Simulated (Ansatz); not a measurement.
Ansatz (an electronic-structure program) input (HF/3-21G): The .json file is the Basis Set Exchange's 3-21G.

Ansatz 0.2 input:
```yaml
crystal:
  periodic: [false, false, false]
  atoms:
    - {symbol: P, position_ang: [1.14044375, -0.05907879, 0.54565141]}
    - {symbol: P, position_ang: [-1.04017695, 0.08404957, -0.39966338]}
    - {symbol: H, position_ang: [1.73821146, 0.60710330, -0.55435449]}
    - {symbol: H, position_ang: [1.34383835, -1.37415151, 0.05539415]}
    - {symbol: H, position_ang: [-1.91818408, -0.70356805, 0.34581971]}
    - {symbol: H, position_ang: [-1.49990715, 1.39777498, -0.30088714]}
    - {symbol: H, position_ang: [-1.16796061, -0.30172041, -1.73579274]}
basis:
  gaussian:
    orbitals: 3-21G.json
hamiltonian:
  xc: {name: HF}
total_charge: 1
phonons: {temperatures: {t_min: 298.15, t_max: 298.15, t_step: 100}}
```

Output:

```
Functional definition: HF
integrals: 0.00 GiB planned
407 factors; integrals over basis functions are off by at most 3.9e-4 eV
mean field: 0.06 GiB planned
mean field evaluation 1: about -18518.8817 eV, gradient 1.2e1 eV
mean field evaluation 2: about -18518.8793 eV, gradient 1.2e1 eV
mean field evaluation 4: about -18519.5421 eV, gradient 9.3e-1 eV
mean field evaluation 8: about -18519.5481 eV, gradient 1.0e-2 eV
mean field -18519.54812960 eV, -680.5808407621 hartree, gradient 3.6e-5 eV, S^2 0.000000; 0 other end points of the search recorded, 0 dependent functions left out
the calculation of the forces begins
reference -18519.54812960 eV, -680.5808407621 hartree; 17, 17 occupied and 19, 19 virtual orbitals, 407 factors
these checks for a lower state are left out or cut short: stability, starts, cluster_reference, orbital_swaps, neighbouring_geometries, increment
integrals: 0.00 GiB planned
407 factors; integrals over basis functions are off by at most 3.9e-4 eV
mean field: 0.06 GiB planned
mean field evaluation 16: about -18519.5481 eV, gradient 1.1e-4 eV
mean field -18519.54806070 eV, -680.5808382304 hartree, gradient 2.7e-6 eV, S^2 0.000000; 0 other end points of the search recorded, 0 dependent functions left out
the calculation of the forces begins
reference -18519.54806070 eV, -680.5808382304 hartree; 17, 17 occupied and 19, 19 virtual orbitals, 407 factors
these checks for a lower state are left out or cut short: stability, starts, cluster_reference, orbital_swaps, neighbouring_geometries, increment
integrals: 0.00 GiB planned
407 factors; integrals over basis functions are off by at most 3.9e-4 eV
mean field: 0.06 GiB planned
mean field -18519.54806039 eV, -680.5808382190 hartree, gradient 2.7e-6 eV, S^2 0.000000; 0 other end points of the search recorded, 0 dependent functions left out
the calculation of the forces begins
reference -18519.54806039 eV, -680.5808382190 hartree; 17, 17 occupied and 19, 19 virtual orbitals, 407 factors
these checks for a lower state are left out or cut short: stability, starts, cluster_reference, orbital_swaps, neighbouring_geometries, increment
integrals: 0.00 GiB planned
407 factors; integrals over basis functions are off by at most 3.9e-4 eV
mean field: 0.06 GiB planned
mean field evaluation 32: about -18519.5481 eV, gradient 1.1e-4 eV
mean field -18519.54806828 eV, -680.5808385088 hartree, gradient 2.7e-6 eV, S^2 0.000000; 0 other end points of the search recorded, 0 dependent functions left out
the calculation of the forces begins
reference -18519.54806828 eV, -680.5808385088 hartree; 17, 17 occupied and 19, 19 virtual orbitals, 407 factors
these checks for a lower state are left out or cut short: stability, starts, cluster_reference, orbital_swaps, neighbouring_geometries, increment
integrals: 0.00 GiB planned
407 factors; integrals over basis functions are off by at most 3.9e-4 eV
mean field: 0.06 GiB planned
mean field -18519.54806987 eV, -680.5808385671 hartree, gradient 2.7e-6 eV, S^2 0.000000; 0 other end points of the search recorded, 0 dependent functions left out
the calculation of the forces begins
reference -18519.54806987 eV, -680.5808385671 hartree; 17, 17 occupied and 19, 19 virtual orbitals, 407 factors
these checks for a lower state are left out or cut short: stability, starts, cluster_reference, orbital_swaps, neighbouring_geometries, increment
integrals: 0.00 GiB planned
407 factors; integrals over basis functions are off by at most 3.9e-4 eV
mean field: 0.06 GiB planned
mean field -18519.54801767 eV, -680.5808366489 hartree, gradient 2.7e-6 eV, S^2 0.000000; 0 other end points of the search recorded, 0 dependent functions left out
the calculation of the forces begins
reference -18519.54801767 eV, -680.5808366489 hartree; 17, 17 occupied and 19, 19 virtual orbitals, 407 factors
these checks for a lower state are left out or cut short: stability, starts, cluster_reference, orbital_swaps, neighbouring_geometries, increment
integrals: 0.00 GiB planned
407 factors; integrals over basis functions are off by at most 3.9e-4 eV
mean field: 0.06 GiB planned
mean field -18519.54801797 eV, -680.5808366599 hartree, gradient 2.7e-6 eV, S^2 0.000000; 0 other end points of the search recorded, 0 dependent functions left out
the calculation of the forces begins
reference -18519.54801797 eV, -680.5808366599 hartree; 17, 17 occupied and 19, 19 virtual orbitals, 407 factors
these checks for a lower state are left out or cut short: stability, starts, cluster_reference, orbital_swaps, neighbouring_geometries, increment
integrals: 0.00 GiB planned
407 factors; integrals over basis functions are off by at most 3.9e-4 eV
mean field: 0.06 GiB planned
mean field evaluation 64: about -18519.5480 eV, gradient 2.7e-6 eV
[...]
mean field evaluation 96: about -18519.5481 eV, gradient 2.7e-6 eV
mean field -18519.54811082 eV, -680.5808400721 hartree, gradient 2.7e-6 eV, S^2 0.000000; 0 other end points of the search recorded, 0 dependent functions left out
the calculation of the forces begins
reference -18519.54811082 eV, -680.5808400721 hartree; 17, 17 occupied and 19, 19 virtual orbitals, 407 factors
these checks for a lower state are left out or cut short: stability, starts, cluster_reference, orbital_swaps, neighbouring_geometries, increment
integrals: 0.00 GiB planned
407 factors; integrals over basis functions are off by at most 3.9e-4 eV
mean field: 0.06 GiB planned
mean field -18519.54808909 eV, -680.5808392733 hartree, gradient 2.7e-6 eV, S^2 0.000000; 0 other end points of the search recorded, 0 dependent functions left out
the calculation of the forces begins
reference -18519.54808909 eV, -680.5808392733 hartree; 17, 17 occupied and 19, 19 virtual orbitals, 407 factors
these checks for a lower state are left out or cut short: stability, starts, cluster_reference, orbital_swaps, neighbouring_geometries, increment
integrals: 0.00 GiB planned
407 factors; integrals over basis functions are off by at most 3.9e-4 eV
mean field: 0.06 GiB planned
mean field -18519.54808758 eV, -680.5808392181 hartree, gradient 2.7e-6 eV, S^2 0.000000; 0 other end points of the search recorded, 0 dependent functions left out
the calculation of the forces begins
reference -18519.54808758 eV, -680.5808392181 hartree; 17, 17 occupied and 19, 19 virtual orbitals, 407 factors
these checks for a lower state are left out or cut short: stability, starts, cluster_reference, orbital_swaps, neighbouring_geometries, increment
integrals: 0.00 GiB planned
407 factors; integrals over basis functions are off by at most 3.9e-4 eV
mean field: 0.06 GiB planned
mean field -18519.54809541 eV, -680.5808395058 hartree, gradient 2.7e-6 eV, S^2 0.000000; 0 other end points of the search recorded, 0 dependent functions left out
the calculation of the forces begins
reference -18519.54809541 eV, -680.5808395058 hartree; 17, 17 occupied and 19, 19 virtual orbitals, 407 factors
these checks for a lower state are left out or cut short: stability, starts, cluster_reference, orbital_swaps, neighbouring_geometries, increment
integrals: 0.00 GiB planned
407 factors; integrals over basis functions are off by at most 3.9e-4 eV
mean field: 0.06 GiB planned
mean field -18519.54809722 eV, -680.5808395724 hartree, gradient 2.7e-6 eV, S^2 0.000000; 0 other end points of the search recorded, 0 dependent functions left out
the calculation of the forces begins
reference -18519.54809722 eV, -680.5808395724 hartree; 17, 17 occupied and 19, 19 virtual orbitals, 407 factors
these checks for a lower state are left out or cut short: stability, starts, cluster_reference, orbital_swaps, neighbouring_geometries, increment
integrals: 0.00 GiB planned
407 factors; integrals over basis functions are off by at most 3.9e-4 eV
mean field: 0.06 GiB planned
mean field evaluation 128: about -18519.5481 eV, gradient 4.2e-2 eV
mean field -18519.54809972 eV, -680.5808396641 hartree, gradient 2.7e-6 eV, S^2 0.000000; 0 other end points of the search recorded, 0 dependent functions left out
the calculation of the forces begins
reference -18519.54809972 eV, -680.5808396641 hartree; 17, 17 occupied and 19, 19 virtual orbitals, 407 factors
these checks for a lower state are left out or cut short: stability, starts, cluster_reference, orbital_swaps, neighbouring_geometries, increment
integrals: 0.00 GiB planned
407 factors; integrals over basis functions are off by at most 3.9e-4 eV
mean field: 0.06 GiB planned
mean field -18519.54810004 eV, -680.5808396760 hartree, gradient 2.7e-6 eV, S^2 0.000000; 0 other end points of the search recorded, 0 dependent functions left out
the calculation of the forces begins
reference -18519.54810004 eV, -680.5808396760 hartree; 17, 17 occupied and 19, 19 virtual orbitals, 407 factors
these checks for a lower state are left out or cut short: stability, starts, cluster_reference, orbital_swaps, neighbouring_geometries, increment
integrals: 0.00 GiB planned
407 factors; integrals over basis functions are off by at most 3.9e-4 eV
mean field: 0.06 GiB planned
mean field -18519.54810189 eV, -680.5808397438 hartree, gradient 9.0e-7 eV, S^2 0.000000; 0 other end points of the search recorded, 0 dependent functions left out
the calculation of the forces begins
reference -18519.54810189 eV, -680.5808397438 hartree; 17, 17 occupied and 19, 19 virtual orbitals, 407 factors
these checks for a lower state are left out or cut short: stability, starts, cluster_reference, orbital_swaps, neighbouring_geometries, increment
integrals: 0.00 GiB planned
407 factors; integrals over basis functions are off by at most 3.9e-4 eV
mean field: 0.06 GiB planned
mean field -18519.54810188 eV, -680.5808397435 hartree, gradient 2.7e-6 eV, S^2 0.000000; 0 other end points of the search recorded, 0 dependent functions left out
the calculation of the forces begins
reference -18519.54810188 eV, -680.5808397435 hartree; 17, 17 occupied and 19, 19 virtual orbitals, 407 factors
these checks for a lower state are left out or cut short: stability, starts, cluster_reference, orbital_swaps, neighbouring_geometries, increment
integrals: 0.00 GiB planned
407 factors; integrals over basis functions are off by at most 3.9e-4 eV
mean field: 0.06 GiB planned
mean field evaluation 160: about -18519.5481 eV, gradient 2.7e-6 eV
mean field -18519.54805723 eV, -680.5808381027 hartree, gradient 2.7e-6 eV, S^2 0.000000; 0 other end points of the search recorded, 0 dependent functions left out
the calculation of the forces begins
reference -18519.54805723 eV, -680.5808381027 hartree; 17, 17 occupied and 19, 19 virtual orbitals, 407 factors
these checks for a lower state are left out or cut short: stability, starts, cluster_reference, orbital_swaps, neighbouring_geometries, increment
integrals: 0.00 GiB planned
407 factors; integrals over basis functions are off by at most 3.9e-4 eV
mean field: 0.06 GiB planned
mean field -18519.54805574 eV, -680.5808380481 hartree, gradient 2.7e-6 eV, S^2 0.000000; 0 other end points of the search recorded, 0 dependent functions left out
the calculation of the forces begins
reference -18519.54805574 eV, -680.5808380481 hartree; 17, 17 occupied and 19, 19 virtual orbitals, 407 factors
these checks for a lower state are left out or cut short: stability, starts, cluster_reference, orbital_swaps, neighbouring_geometries, increment
integrals: 0.00 GiB planned
407 factors; integrals over basis functions are off by at most 3.9e-4 eV
mean field: 0.06 GiB planned
mean field -18519.54812119 eV, -680.5808404531 hartree, gradient 1.7e-6 eV, S^2 0.000000; 0 other end points of the search recorded, 0 dependent functions left out
the calculation of the forces begins
reference -18519.54812119 eV, -680.5808404531 hartree; 17, 17 occupied and 19, 19 virtual orbitals, 407 factors
these checks for a lower state are left out or cut short: stability, starts, cluster_reference, orbital_swaps, neighbouring_geometries, increment
integrals: 0.00 GiB planned
407 factors; integrals over basis functions are off by at most 3.9e-4 eV
mean field: 0.06 GiB planned
mean field -18519.54812157 eV, -680.5808404672 hartree, gradient 1.8e-6 eV, S^2 0.000000; 0 other end points of the search recorded, 0 dependent functions left out
the calculation of the forces begins
reference -18519.54812157 eV, -680.5808404672 hartree; 17, 17 occupied and 19, 19 virtual orbitals, 407 factors
Total energy: -18519.54812960 eV, -680.5808407621 hartree
Atom 0 at     1.140444    -0.059079     0.545651 Å, force    -0.000405     0.000086     0.000019 eV/Å
Atom 1 at    -1.040177     0.084050    -0.399663 Å, force     0.000547    -0.000159    -0.000164 eV/Å
Atom 2 at     1.738211     0.607103    -0.554354 Å, force     0.000032    -0.001478     0.000340 eV/Å
Atom 3 at     1.343838    -1.374152     0.055394 Å, force     0.000585     0.001301    -0.000516 eV/Å
Atom 4 at    -1.918184    -0.703568     0.345820 Å, force    -0.000345    -0.000056    -0.000004 eV/Å
Atom 5 at    -1.499907     1.397775    -0.300887 Å, force    -0.000302     0.000162    -0.000071 eV/Å
Atom 6 at    -1.167961    -0.301720    -1.735793 Å, force    -0.000111     0.000144     0.000395 eV/Å
Dipole moment:    -0.359398    -0.052771    -0.403919 e Å
Vibrations: 142.87 356.31 518.55 525.35 891.86 904.82 1002.66 1174.50 1178.42 1236.34 2420.15 2420.77 2542.74 2574.26 2580.31 cm⁻¹, zero-point energy 1.268973 eV
```

The blocks after the first are displaced geometries, from whose forces the wavenumbers follow.

The dipole moment of an ion depends on the origin.
